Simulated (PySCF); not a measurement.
CH₇BN₂.
Bonds: C1–B2, B2–N3, B2–N4. Hydrogens: H5, H6, H7 on C1; H8, H9 on N3; H10, H11 on N4.

Method: PySCF 2.14.0, PBE0-D3(BJ)/def2-SVP geometry optimisation, gas phase; density fitting, grid level 1; the optimiser is geomeTRIC in internal coordinates, started from a GFN2-xTB structure with every atom displaced at random (about 0.01 Å).

Step 0: E = -4800.8600 eV
```
atom  x, y, z in Å  |  force x, y, z in eV/Å
C1     -1.0952   -0.8513   -0.0703   -0.541   1.894  -0.400
B2      0.1561    0.1201   -0.0016   -0.333  -0.016  -0.087
N3      1.3834   -0.4037    0.3874    2.314   0.100   0.522
N4      0.0896    1.4912   -0.3171   -3.143  -0.645  -0.578
H5     -1.4385   -1.1349    0.9076   -0.193  -0.322   0.944
H6     -0.9041   -1.7337   -0.6308    0.367  -1.211  -0.687
H7     -1.9544   -0.3469   -0.5551    0.096  -0.118   0.044
H8      2.2575    0.1510    0.4735   -1.056  -0.558  -0.120
H9      1.5312   -1.3611    0.6571   -0.091  -0.197   0.003
H10    -0.8064    1.9175   -0.5934    0.825  -0.320   0.220
H11     0.8184    2.1267   -0.2738    1.756   1.393   0.139
```

Step 1: E = -4800.9836 eV
```
atom  x, y, z in Å  |  force x, y, z in eV/Å
C1     -1.0986   -0.8155   -0.0805   -0.070  -0.199  -0.002
B2      0.1870    0.1131   -0.0264   -0.118  -0.160  -0.066
N3      1.4500   -0.4378    0.3225   -0.054   0.291   0.110
N4      0.0432    1.4953   -0.2979    0.643   0.325   0.076
H5     -1.3627   -1.1260    0.9489    0.036  -0.021  -0.121
H6     -0.9548   -1.7408   -0.6702    0.063   0.120   0.110
H7     -1.9812   -0.3051   -0.4907   -0.056   0.044  -0.054
H8      2.1839    0.1607    0.6744    0.194  -0.074  -0.121
H9      1.5652   -1.4036    0.5834   -0.046  -0.079   0.089
H10    -0.8097    1.8698   -0.6725   -0.225   0.113  -0.009
H11     0.8152    2.1650   -0.3076   -0.368  -0.359  -0.012
```

Q: Estimate the geometry and energy of step 2. (The exact step hangs on the optimiser's Hessian estimate; all steps are aligned on step 1, rigid shifts and turns removed.)

A: E = -4801.0063 eV, largest force 0.338 eV/Å
```
atom  x, y, z in Å  |  force x, y, z in eV/Å
C1     -1.0992   -0.8208   -0.0838   -0.001  -0.039   0.041
B2      0.1752    0.1264   -0.0165    0.098   0.192  -0.032
N3      1.4403   -0.4127    0.3474   -0.002  -0.286   0.180
N4      0.0336    1.5084   -0.2974    0.054   0.124  -0.067
H5     -1.3748   -1.1373    0.9374   -0.016  -0.021  -0.019
H6     -0.9144   -1.7424   -0.6600    0.042   0.021   0.006
H7     -1.9841   -0.3303   -0.5194    0.040   0.004  -0.004
H8      2.2746    0.0961    0.6089   -0.155   0.198  -0.168
H9      1.5071   -1.3794    0.6289   -0.026  -0.084  -0.010
H10    -0.8269    1.9051   -0.6463    0.009  -0.048   0.049
H11     0.8064    2.1619   -0.3157   -0.045  -0.061   0.026
```

The energy changes by -0.0227 eV. The first-order estimate −F·Δx gives -0.0610 eV and the mean of the old and new forces, exact on a quadratic surface, -0.0229 eV. The step makes an angle of 71° with the force vector and moves no atom by more than 0.129 Å.

What follows is the cost of the whole optimisation. Hardware: one thread, Arm Neoverse V1 (aarch64), shared host with 32 logical CPUs at a one-minute load of 30. Cost: 25 s of wall time, 0.39 GiB resident at most.
